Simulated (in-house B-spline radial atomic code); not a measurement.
# Mo V (Mo4+): [Kr] 4d(0 up, 2 down)

All numbers are computed (non-relativistic M06-L, spin-polarised, spherical fractional occupations; point nucleus) with a B-spline radial code for spherical atoms, not measured.

Z_r = [3n² - l(l+1)]/(2<r>); Z_e = n√(-2ε); the last column is Slater's effective charge. Values are occupation-weighted means over spin.

| shell | electrons | ε (eV) | <r> (bohr) | Z_r | Z_e | Slater |
| --- | --- | --- | --- | --- | --- | --- |
| 1s | 2 | -19413 | 0.0363 | 41.32 | 37.77 | 41.70 |
| 2s | 2 | -2753.4 | 0.1584 | 37.87 | 28.45 | 37.85 |
| 2p | 6 | -2535.1 | 0.1361 | 36.75 | 27.30 | 37.85 |
| 3s | 2 | -514.2 | 0.4382 | 30.81 | 18.44 | 30.75 |
| 3p | 6 | -429.4 | 0.4341 | 28.79 | 16.85 | 30.75 |
| 3d | 10 | -276.19 | 0.4137 | 25.38 | 13.52 | 20.85 |
| 4s | 2 | -109.7 | 1.117 | 21.49 | 11.36 | 14.25 |
| 4p | 6 | -84.985 | 1.204 | 19.10 | 10.00 | 14.25 |
| 4d | 2 | -47.389 | 1.48 | 14.19 | 7.47 | 5.65 |

The least bound orbital is 4d down at -47.39 eV, and it is also the most diffuse (<r> = 1.48 bohr).
